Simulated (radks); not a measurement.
Initial-state core-level shifts of neutral sulfur when its valence configuration changes from [Ne] 3s2 3p4. All-electron calculation, non-relativistic Kohn-Sham, SCAN, spin-polarised, spherical densities, point nucleus; open shells are filled with parallel spins first; meta-GGA in the generalised Kohn-Sham scheme. Program: a radial shooting solver on a logarithmic mesh with Libxc functionals. Shifts are changes of the shell-averaged eigenvalues in eV (positive: less bound); the change of the density at the nucleus, which sets a Mossbauer isomer shift, is in e/bohr^3, on a base of 2670.

valence          1s      2s      2p  density at nucleus
3s1 3p5      -1.760  -1.689  -1.684             -8.1638
3p6          -3.417  -3.253  -3.245            -17.1559
3s1.5 3p4.5  -0.858  -0.822  -0.821             -4.1357
3s0.5 3p5.5  -2.625  -2.500  -2.493            -12.6923
